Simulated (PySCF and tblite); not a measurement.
The numbers below are computed, except where a source is named.
C₆H₉FO, numbered as in [O:1]=[C:2]1[CH2:3][CH2:4][CH2:5][CH2:6][C@@H:7]1[F:8].

Free energies: PBE0-D3(BJ)/def2-TZVP on PBE0-D3(BJ)/def2-SVP structures plus GFN2-xTB thermal terms, symmetry and mirror images included. Conformers within 4 kcal/mol (GFN2-xTB free energy) were kept, 5 at most. GIAO shieldings: PBE0/pcSseg-1. Shifts are against TMS (¹H), TMS (¹³C), CFCl3 (¹⁹F) at the same level; of two unlike H on one atom, a is the less shielded. Codes: tblite and PySCF.

Question: List the conformer-averaged shifts at 298.15 K.

Answer: ¹H: 4.45 (H7, 1H), 2.50 (H3a, 1H), 2.04 (H3b, 1H), 1.93 (H6a, 1H), 1.91 (H6b, 1H), 1.87 (H5a, 1H), 1.69 (H4a, 1H), 1.68 (H4b, 1H), 1.45 (H5b, 1H) ppm. ¹³C: 210.4 (C2), 94.1 (C7), 41.6 (C3), 36.9 (C6), 29.9 (C4), 23.9 (C5) ppm. ¹⁹F: -211.4 (F8) ppm.

Question: How do the conformers differ?

Answer: The 6-ring runs over atoms 2–3–4–5–6–7.
| conformer | shape | weight % |
| --- | --- | --- |
| 1 | 6-ring chair (all substituents equatorial) | 57.3 |
| 2 | 6-ring chair (F8 axial) | 42.6 |
| 3 | 6-ring twist-boat (ring torsions -33, 63, -28, -33, 64, -28°) | 0.1 |
| 4 | 6-ring between boat and twist-boat (ring torsions 56, -39, -18, 61, -45, -12°) | 0.1 |

```csv
signal,1,2,3,4,average
H3a,2.21,2.90,2.71,2.24,2.50
H3b,2.04,2.05,2.15,2.28,2.04
H4a,1.82,1.52,1.61,1.57,1.69
H4b,1.47,1.96,2.34,1.56,1.68
H5a,1.75,2.02,1.59,1.68,1.87
H5b,1.51,1.39,1.13,1.84,1.45
H6a,2.27,1.46,1.96,2.10,1.93
H6b,1.63,2.30,2.15,1.63,1.91
H7,4.55,4.30,4.27,4.78,4.45
C2,208.2,213.4,214.4,209.7,210.4
C3,42.4,40.5,40.2,39.1,41.6
C4,29.2,30.8,23.4,19.6,29.9
C5,25.7,21.4,21.8,20.0,23.9
C6,36.8,37.0,33.5,26.3,36.9
C7,93.7,94.6,94.3,90.6,94.1
F8,-212.6,-209.9,-194.9,-225.8,-211.4
```

Question: Which signal moves most, for its nucleus, between 200 and 400 K through the change of populations alone?

Answer: H6a: 1.95 ppm at 200 K, 1.94 ppm at 250 K, 1.93 ppm at 298.15 K, 1.92 ppm at 350 K, 1.92 ppm at 400 K.

Unscaled ¹⁹F shifts at such levels can be off by tens of ppm; differences between conformers or isomers are more reliable. Shifts are unscaled: against experiment ¹³C can be off by 15 ppm or more and ¹H by 0.8 ppm.
